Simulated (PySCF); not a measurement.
# Dipole moment and polarisability of `COc1c[nH]nc1C`

C₅H₈N₂O.
Geometry (GFN2-xTB, Å), atoms numbered from 1 in this order:
```xyz
16
C5H8N2O angstrom
C     -1.343    2.087   -0.065
O     -1.244    0.691    0.062
C      0.016    0.182   -0.021
C      1.228    0.807   -0.216
N      2.160   -0.181   -0.215
N      1.621   -1.382   -0.035
C      0.320   -1.199    0.087
C     -0.634   -2.316    0.302
H     -0.973    2.426   -1.039
H     -0.785    2.600    0.726
H     -2.401    2.326    0.023
H      1.499    1.834   -0.350
H      3.154   -0.089   -0.335
H     -1.172   -2.176    1.237
H     -0.088   -3.254    0.333
H     -1.365   -2.345   -0.505
```

Level: B3LYP/def2-SVPD (PySCF), static field, nuclei fixed, core orbitals frozen in the response. The polarisability tensor in these axes (au):

```
x   86.87 -0.97 -3.48
y   -0.97 90.09 -3.58
z   -3.48 -3.58 54.50
```

Q: Diagonalise the tensor; give its mean and Δα, where Δα² is half the sum of the squared differences of the eigenvalues.

A: Principal values 53.76, 87.14 and 90.56 au; mean 77.15 au = 11.43 Å³ = 12.72 × 10⁻⁴⁰ C²·m²/J; Δα = 35.22 au (46 % of the mean).

Q: What is the dipole moment, and where does it point?

A: (0.55, 2.93, -0.36) D, 3.00 D in size, pointing from the negative to the positive side. Measured along this direction, the outermost atoms are H15 at the negative end and H9 and H10 at the positive end.

Q: Traceless (Buckingham) quadrupole moment about the centre of nuclear charge: eigenvalues?

A: -5.75, -2.27, 8.02 D·Å. The values depend on the origin, since the dipole doesn't vanish. The electronic extent ⟨r²⟩ about the same centre is 966 bohr², a root-mean-square distance of 2.12 Å for the 60 electrons.

Q: Along which axes do the principal values lie, and how far do the nuclei extend along each?

A: Largest value along (-0.18, 0.98, -0.08), where the nuclei span 5.92 Å; middle along (0.98, 0.17, -0.12), 5.05 Å; least along (0.11, 0.10, 0.99), 1.78 Å. The response follows the extents in order.

Q: Form Σ f/ω² (atomic units) for the 8 lowest TDDFT singlets, given as eV and f, and set it beside the mean polarisability, which is this sum over all singlets: 5.58, 0.0069; 5.80, 0.0059; 5.93, 0.1006; 6.28, 0.0036; 6.41, 0.0048; 6.68, 0.0013; 6.81, 0.0058; 6.97, 0.0290.

A: They add up to 3.13 au, 4.1 % of the 77.15 au; the largest single term is 2.12 au, from the state at 5.93 eV. Terms in order: 0.17, 0.13, 2.12, 0.07, 0.09, 0.02, 0.09, 0.44 au. Higher excitations give the rest. The strengths listed sum to 0.158.

Q: Find the Langevin capture rate constant for H3O+ (19.018 u) meeting this molecule (112.064 u), k = 2.342 × 10⁻⁹ cm³/s × √(α in Å³ / reduced mass in u).

A: The reduced mass is 16.26 u, so k = 1.96 × 10⁻⁹ cm³/s. The formula leaves out the permanent dipole, which adds to the capture rate.

Isolated species at its GFN2-xTB geometry (one conformer only).

The run behind these numbers computed excited states as well. Hardware: one thread, Arm Neoverse N1, on a shared host. Cost: 77 s.
